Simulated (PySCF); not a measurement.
# Stationary points of SiF₄

These are results of PBE0 in PySCF with Si def2-TZVP, F def2-TZVP; no relativity; density-fitted integrals, not measurements.

Relaxations began from a few typed shapes. The search is not exhaustive: other isomers or separated fragments can lie lower, and high-lying points may rest on an excited occupation.

(1) Order these stationary points by electronic energy, lowest first, in kJ/mol from the lowest minimum.
A. singlet D4h: Si–F 1.599 Å (×4); F–Si–F 90.0° (×4), F–Si–F 180.0° (×2)
B. singlet Td: Si–F 1.562 Å (×4); F–Si–F 109.5° (×6)

(2) Which of them are minima?

Results:

(1) B (0.0), A (263.8).

(2) By energy in kJ/mol, 0.0: minimum; 263.8: saddle point, 1 imaginary mode.

Counting electrons, silicon keeps none of its valence electrons outside its bonds, so the VSEPR class is AX4 and the expected shape is tetrahedral (Td), as computed.
